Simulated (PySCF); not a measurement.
H3GeO3 (SMILES [OH][Ge]([OH])[OH]), doublet, geometry from GFN2-xTB; B3LYP/3-21G in PySCF.

The PySCF input:
```python
from pyscf import gto, scf, dft

mol = gto.M(
    atom='''
O    -0.89026396   -1.04649341   -0.98157779
Ge   -0.13561324   -0.04736149    0.31044063
O    -0.26136974    1.64159635   -0.29675013
O     1.61904039   -0.43186608    0.20835849
H    -1.66282753   -0.65193226   -1.38205149
H     0.45348446    2.21223983   -0.02059503
H     1.80971341   -1.35063456    0.02830177
''',
    basis='3-21g',
    spin=1,
    verbose=4,
)

mf = dft.UKS(mol)
mf.xc = 'b3lyp'
mf.kernel()
mf.analyze()
```

Output, abridged:

```
PySCF version 2.14.0

[INPUT] verbose = 4
[INPUT] num. atoms = 7
[INPUT] num. electrons = 59
[INPUT] charge = 0
[INPUT] spin (= nelec alpha-beta = 2S) = 1
[INPUT] symmetry False subgroup None
[INPUT] Mole.unit = angstrom
[INPUT] Symbol           X                Y                Z      unit          X                Y                Z       unit  Magmom
[...]
nuclear repulsion = 304.710874390517
number of shells = 31
number of NR pGTOs = 108
number of NR cGTOs = 55
basis = 3-21g
ecp = {}

******** <class 'pyscf.dft.uks.UKS'> ********
method = UKS
initial guess = minao
damping factor = 0
level_shift factor = 0
DIIS = <class 'pyscf.scf.diis.CDIIS'>
diis_start_cycle = 1
diis_space = 8
diis_damp = 0
SCF conv_tol = 1e-09
SCF conv_tol_grad = None
SCF max_cycles = 50
direct_scf = True
direct_scf_tol = 1e-13
number electrons alpha = 30  beta = 29
XC library pyscf.dft.libxc version 7.1.2
    S. Lehtola, C. Steigemann, M. J. T. Oliveira, and M. A. L. Marques,  SoftwareX 7, 1–5 (2018)
XC functionals = b3lyp
    P. J. Stephens, F. J. Devlin, C. F. Chabalowski, and M. J. Frisch,  J. Phys. Chem. 98, 11623 (1994)
radial grids:
    Treutler-Ahlrichs [JCP 102, 346 (1995); DOI:10.1063/1.469408] (M4) radial grids

becke partition: Becke, JCP 88, 2547 (1988); DOI:10.1063/1.454033
pruning grids: <function nwchem_prune>
grids dens level: 3
symmetrized grids: False
atomic radii adjust function: <function treutler_atomic_radii_adjust>
small_rho_cutoff = 0
Set gradient conv threshold to 3.16228e-05
tot grids = 92312
init E= -2291.62145865528

cycle= 1 E= -2292.97411395839  delta_E= -1.35  |g|= 0.855  |ddm|= 1.75
cycle= 2 E= -2292.50433062702  delta_E= 0.47  |g|= 1.36  |ddm|= 1.61
cycle= 3 E= -2293.24670620311  delta_E= -0.742  |g|= 0.0504  |ddm|= 1.11
cycle= 4 E= -2293.24850217574  delta_E= -0.0018  |g|= 0.019  |ddm|= 0.106
cycle= 5 E= -2293.24875915272  delta_E= -0.000257  |g|= 0.00257  |ddm|= 0.0298
cycle= 6 E= -2293.24876467552  delta_E= -5.52e-06  |g|= 0.000402  |ddm|= 0.00474
cycle= 7 E= -2293.24876489851  delta_E= -2.23e-07  |g|= 8.81e-05  |ddm|= 0.00103
cycle= 8 E= -2293.24876490043  delta_E= -1.92e-09  |g|= 0.000131  |ddm|= 0.00024
cycle= 9 E= -2293.24876490721  delta_E= -6.78e-09  |g|= 1.11e-05  |ddm|= 0.000108
cycle= 10 E= -2293.24876490732  delta_E= -1.06e-10  |g|= 1.2e-06  |ddm|= 1.97e-05
Extra cycle  E= -2293.24876490732  delta_E= 1.82e-12  |g|= 9.96e-07  |ddm|= 3.42e-06
converged SCF energy = -2293.24876490732  <S^2> = 0.75354841  2S+1 = 2.0035453
**** SCF Summaries ****
Total Energy =                       -2293.248764907317764
Nuclear Repulsion Energy =             304.710874390516892
One-electron Energy =                -3803.632176739312854
Two-electron Energy =                 1205.672537441478426
Two-electron Coulomb Energy =         1311.684332425139701
DFT Exchange-Correlation Energy =     -106.011794983661346
**** MO energy ****
                             alpha | beta                alpha | beta
[...]
To work with the spin densities directly, `use mulliken_meta_spin()` only printing them here.

 ** Mulliken spin pop alpha/beta on meta-lowdin orthogonal AOs **
 ** Mulliken Spin Density (per AO)  **
spin_pop of  0 O 1s       -0.00000
spin_pop of  0 O 2s        0.00398
spin_pop of  0 O 3s       -0.00004
spin_pop of  0 O 2px       0.01485
spin_pop of  0 O 2py       0.01297
spin_pop of  0 O 2pz       0.14079
spin_pop of  0 O 3px       0.00009
spin_pop of  0 O 3py      -0.00006
spin_pop of  0 O 3pz       0.00016
spin_pop of  1 Ge 1s        0.00000
spin_pop of  1 Ge 2s        0.00001
spin_pop of  1 Ge 3s        0.00002
spin_pop of  1 Ge 4s        0.26582
spin_pop of  1 Ge 5s        0.01040
spin_pop of  1 Ge 2px       0.00000
spin_pop of  1 Ge 2py      -0.00000
spin_pop of  1 Ge 2pz       0.00000
spin_pop of  1 Ge 3px      -0.00000
spin_pop of  1 Ge 3py      -0.00001
spin_pop of  1 Ge 3pz       0.00002
spin_pop of  1 Ge 4px       0.02273
spin_pop of  1 Ge 4py      -0.01224
spin_pop of  1 Ge 4pz       0.19159
spin_pop of  1 Ge 5px       0.00005
spin_pop of  1 Ge 5py      -0.00024
spin_pop of  1 Ge 5pz       0.00142
spin_pop of  1 Ge 3dxy      0.00003
spin_pop of  1 Ge 3dyz     -0.00012
spin_pop of  1 Ge 3dz^2     0.00042
spin_pop of  1 Ge 3dxz      0.00030
spin_pop of  1 Ge 3dx2-y2   -0.00009
spin_pop of  2 O 1s       -0.00000
spin_pop of  2 O 2s        0.00398
spin_pop of  2 O 3s       -0.00004
spin_pop of  2 O 2px       0.00071
spin_pop of  2 O 2py       0.03159
spin_pop of  2 O 2pz       0.13631
spin_pop of  2 O 3px      -0.00003
spin_pop of  2 O 3py       0.00002
spin_pop of  2 O 3pz       0.00018
spin_pop of  3 O 1s       -0.00000
spin_pop of  3 O 2s        0.00398
spin_pop of  3 O 3s       -0.00004
spin_pop of  3 O 2px       0.09027
spin_pop of  3 O 2py       0.01211
spin_pop of  3 O 2pz       0.06622
spin_pop of  3 O 3px       0.00003
spin_pop of  3 O 3py       0.00006
spin_pop of  3 O 3pz       0.00008
spin_pop of  4 H 1s        0.00043
spin_pop of  4 H 2s        0.00014
spin_pop of  5 H 1s        0.00043
spin_pop of  5 H 2s        0.00014
spin_pop of  6 H 1s        0.00043
spin_pop of  6 H 2s        0.00014
 ** Mulliken Spin Density (per atom)  **
spin density of  0 O =      0.17273
spin density of  1 Ge =      0.48011
spin density of  2 O =      0.17273
spin density of  3 O =      0.17272
spin density of  4 H =      0.00057
spin density of  5 H =      0.00057
spin density of  6 H =      0.00057
 ** Mulliken pop alpha/beta on meta-lowdin orthogonal AOs **
 ** Mulliken pop       alpha | beta **
In total            30.00000 | 29.00000
 ** Mulliken atomic charges   ( Nelec_alpha | Nelec_beta ) **
charge of  0O =     -0.56933  (     4.37103      4.19830 )
charge of  1Ge =      0.83495  (    15.82258     15.34247 )
charge of  2O =     -0.56933  (     4.37103      4.19830 )
charge of  3O =     -0.56933  (     4.37103      4.19830 )
charge of  4H =      0.29101  (     0.35478      0.35421 )
charge of  5H =      0.29101  (     0.35478      0.35421 )
charge of  6H =      0.29102  (     0.35478      0.35421 )
Dipole moment(X, Y, Z, Debye): -0.28305, -0.09889,  0.64805
```
